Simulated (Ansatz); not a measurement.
`[AlH2][BH]O[SiH3]` + HCl → `[AlH2][BH]Cl` + `O[SiH3]`  (ligand exchange at a B–O bond)

Computed with Ansatz on PBE0-D4/def2-TZVP structures; ΔE is electronic, products minus reactants. CCSD(T)/CBS is the MP2 limit (def2-TZVPP, def2-QZVPP) plus CCSD(T) − MP2 in def2-TZVPP, frozen cores. This one scheme is used for every species. Functionals use def2-TZVPP. HSE06 is defined as in plane-wave codes. Each species was taken in one conformer, which may not be the lowest.

Question: Is it downhill or uphill in electronic energy at CCSD(T)/CBS, and by how much? (Best estimate.)

Answer: Computed: Uphill: ΔE = +7.5 kcal/mol.

Question: What do these levels give: revPBE-D4, BLYP-D4, B97M-V, r2SCAN0-D4, HSE06-D4, ωB97M-V, r2SCAN, r2SCAN0, BHLYP, CAM-B3LYP, SCS-MP2/def2-TZVPP, SCS-MP2/def2-QZVPP? (Estimate.)

Answer: Ansatz gave: revPBE-D4 6.7, BLYP-D4 8.7, B97M-V 7.6, r2SCAN0-D4 7.0, HSE06-D4 6.9, ωB97M-V 7.8, r2SCAN 6.7, r2SCAN0 6.8, BHLYP 8.4, CAM-B3LYP 9.0, SCS-MP2/def2-TZVPP 7.9, SCS-MP2/def2-QZVPP 7.6 kcal/mol.

Question: What do rigid-rotor, harmonic-oscillator terms from PBE0-D4/def2-TZVP frequencies (298.15 K, 1 bar) make of the CCSD(T)/CBS value? (Estimate.)

Answer: The calculation gave: ΔZPE = +1.7 kcal/mol, ΔH = +8.6 kcal/mol, ΔS = 18 J/(mol·K), ΔG = +7.3 kcal/mol.

Largest T1 diagnostic among the species: 0.013.

At CCSD(T), def2-SVP lies +3.0 kcal/mol from the extrapolated value and def2-TZVPP +0.7 kcal/mol. Leaving LDA and LC-ωPBE aside and taking each functional with its dispersion term where it has one, the values, not all of them listed here, spread over 2.8 kcal/mol, from revPBE-D4 to CAM-B3LYP-D4. LDA lies +1.9 kcal/mol from PBE without D4.
